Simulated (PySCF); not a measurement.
## ReB: energy against distance

Set-up: Re x2c-TZVPPall, B x2c-TZVPPall; spin-free X2C with a Gaussian nucleus (PySCF 2.14). Energies in eV from Re (5d5 6s2) + B in their ground configurations at the same level. State: quintet, unpaired electrons σ ↑↑, δ ↑↑.

```json
{"R (Å)": "1.563", "r²SCAN": "-2.997", "ωB97X-V": "-1.596"}
{"R (Å)": "1.636", "r²SCAN": "-3.757", "ωB97X-V": "-2.389"}
{"R (Å)": "1.709", "r²SCAN": "-4.171", "ωB97X-V": "-2.827"}
{"R (Å)": "1.764", "r²SCAN": "-4.309", "ωB97X-V": "-2.979"}
{"R (Å)": "1.818", "r²SCAN": "-4.334", "ωB97X-V": "-3.015"}
{"R (Å)": "1.873", "r²SCAN": "-4.272", "ωB97X-V": "-2.960"}
{"R (Å)": "1.945", "r²SCAN": "-4.087", "ωB97X-V": "-2.783"}
{"R (Å)": "2.036", "r²SCAN": "-3.750", "ωB97X-V": "-2.450"}
{"R (Å)": "2.145", "r²SCAN": "-3.261", "ωB97X-V": "-1.959"}
{"R (Å)": "2.291", "r²SCAN": "-2.565", "ωB97X-V": "-1.248"}
```

Put a parabola through the three lowest points of the r²SCAN curve and estimate Re, k and ωe (reduced mass 10.4 u; 1 eV/Å² = 0.16022 mdyn/Å; ωe = 1302.8·√(k/μ) cm⁻¹).

Through R = 1.764, 1.818, 1.873 Å the second-order coefficient is 14.6 eV/Å², so Re ≈ 1.807 Å, k ≈ 4.67 mdyn/Å and ωe ≈ 873 cm⁻¹. A polynomial fit of higher order to the unrounded r²SCAN energies gives Re = 1.804 Å, k = 5.03 mdyn/Å, ωe = 906 cm⁻¹; anharmonicity and rounding make the difference.

The higher-order fit for each curve: r²SCAN: Re = 1.804 Å, ωe = 906 cm⁻¹, De = 4.34 eV; ωB97X-V: Re = 1.810 Å, ωe = 906 cm⁻¹, De = 3.02 eV.

The metal atom is held in its measured ground configuration; semilocal functionals can put another filling of s and d lower by some tenths of an eV, and De to that atom would be smaller. ⟨S²⟩ of the unrestricted solution departs from its pure value on part of the curve, where spin states mix. These are scalar-relativistic numbers at best; spin–orbit coupling would shift them, the dissociation energy most. The state is the lowest single determinant that the PBE0 search found; with open d or f shells the true ground state can be another one.
